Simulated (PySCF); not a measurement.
C3H4ClF, SMILES C/C=C(\F)Cl. The structure is a stationary point at PBE-D3(BJ)/def2-SVP.

Give the equilibrium geometry at PBE-D3(BJ)/def2-SVP (PySCF confirms it by a frequency run) as Cartesian coordinates in Å, and its point group. (An estimate is asked for; the answer gives what the named calculation found.)

point group Cs.
```xyz
9

C      0.2674     2.4040     0.0000
C      0.7086     0.9724     0.0000
C     -0.1367    -0.0725     0.0000
F     -1.4683     0.0657     0.0000
Cl     0.3481    -1.7369     0.0000
H      0.6568     2.9422     0.8905
H     -0.8352     2.4914     0.0000
H      0.6568     2.9422    -0.8905
H      1.7828     0.7362     0.0000
```
Charge 0, spin multiplicity 1.
